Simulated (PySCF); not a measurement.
Start geometry of `CC#[N+][AlH-]([I])[I]` from GFN2-xTB (Å):
```
atom  x, y, z in Å
C1    -1.9653    0.2209    0.8764
C2    -0.8018   -0.0082    0.1432
N3     0.1454   -0.2105   -0.4572
Al4    2.0928   -0.3234   -1.0576
I5     2.9468   -1.7922    0.8091
I6     2.5474    2.1661   -1.1378
H7    -2.6892   -0.5626    0.7013
H8    -2.4050    1.1991    0.5449
H9    -1.7514    0.3051    1.9552
H10    1.9307   -1.0153   -2.3985
```

Question: What comes out of this run: PBE0-D3(BJ)/def2-SVP geometry optimisation, gas phase, def2 core potentials past Kr in PySCF?

Answer: 
```
atom  x, y, z in Å
C1    -1.9910    0.2018    1.0017
C2    -0.7650   -0.0005    0.2693
N3     0.2215   -0.1503   -0.3046
Al4    1.9983   -0.3028   -1.2076
I5     3.2211   -1.6742    0.5081
I6     2.6152    2.1351   -1.2722
H7    -2.6919   -0.6182    0.7896
H8    -2.4447    1.1570    0.6995
H9    -1.7720    0.2277    2.0792
H10    1.6597   -0.9980   -2.5840
```

The energy falls by 3.7 kcal/mol over 12 energy and gradient evaluations, the largest force component goes from 0.0343 to 3.4e-04 Eh/bohr, and the atoms move by 0.143 Å rms after alignment. The bond that changes most is Al4–H10 (ends: aluminium bonded to 2 I, N and H; Al–H hydrogen), which lengthens by 0.061 Å. Bonds longer at the end by more than 0.005 Å: 4 of 9; shorter: 4. Among the angles that change most is C2–N3–Al4, from 163.3° to 175.5°. Rotational constants go from 886.9, 390.7, 285.7 to 805.5, 423.8, 292.3 MHz. The orientation of the end geometry is arbitrary; only internal coordinates are fixed.

The run used 132 basis functions and 78 SCF cycles in all.

Not checked by PBE0-D3(BJ)/def2-SVP frequencies.
